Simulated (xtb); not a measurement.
Input file for xtb: GFN2-xTB on CH5MgN (SMILES [CH3][Mg][NH2]), a point of a bond scan (R = 1.213 Å).

```
$ xtb mol.xyz --gfn 2 --sp --chrg 0 --uhf 0
8

Mg     0.00826456    -0.04712997     0.03044101
C     -0.28026958     1.67368275    -1.11114769
H     -1.04623442     2.32029198    -0.67380073
H     -0.60167589     1.43347148    -2.12823459
H      0.63653762     2.26428122    -1.18905058
N      0.26979219    -1.61137839     1.07033147
H      1.00591103    -2.53849034     0.80719037
H     -0.17795435    -1.83096121     1.94931248
```

### Question
Give the final energy of this run.

### Answer
-8.0610 hartree.
